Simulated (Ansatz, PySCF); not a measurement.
System: SnI2, net charge 0, singlet state. 
Structure (B3LYP-D3(BJ)/def2-TZVP (Ansatz, a program for electronic structure) minimum search):
```
Sn
I 1 2.7577
I 1 2.7577 2 100.68
```
Charge 0, spin multiplicity 1.

Wanted: vertical ionisation energy (to the doublet state of charge +1; each state is the SCF solution reached for its spin), in eV. Cores are frozen in the correlated levels unless marked. Open shells are spin-unrestricted. Spin-orbit coupling is left out. Frozen are the shells of the preceding noble gas and the d and f shells that filled before the atom's block. In def2 rows, elements after Kr have scalar-relativistic effective core potentials. CBS marks a two-point X^-3 extrapolation of the correlation energy; Hartree-Fock from the larger set.

```
level                                program  vertical ionisation energy (eV)
-----------------------------------  -------  -------------------------------
HF/def2-SVPD                          Ansatz                             8.53
HF/def2-QZVPPD                        Ansatz                             8.45
RI-HF/def2-TZVPPD                     Ansatz                             8.46
SVWN5/def2-TZVPD                      Ansatz                             9.03
PBE/def2-TZVPD                        Ansatz                             8.78
r2SCAN/def2-TZVPD                     Ansatz                             8.94
B3LYP/def2-TZVPD                      Ansatz                             8.98
PBE0/def2-TZVPD                       Ansatz                             9.00
BHLYP/def2-TZVPD                      Ansatz                             9.05
CAM-B3LYP/def2-TZVPD                  Ansatz                             9.15
wB97M-V/def2-TZVPD                    Ansatz                             9.15
wB97X-V/def2-TZVPD                    Ansatz                             9.19
B2PLYP/def2-TZVPD                     Ansatz                             8.97
MP2/def2-SVPD                         Ansatz                             9.02
RI-MP2/def2-TZVPPD                    Ansatz                             9.07
RI-MP2/def2-QZVPPD                    Ansatz                             9.17
RI-MP2/CBS(def2-TZVPPD,def2-QZVPPD)   Ansatz                             9.24
SCS-MP2/def2-SVPD                     Ansatz                             9.02
CCSD/def2-SVPD                        Ansatz                             8.91
CCSD(T)/def2-SVPD                     Ansatz                             8.88
```

For comparison, minus the highest occupied orbital energy (PySCF): 7.07 eV at B3LYP/def2-TZVPD, 8.23 eV at M06-2X/def2-TZVPD, 9.24 eV at HF/def2-TZVPD.
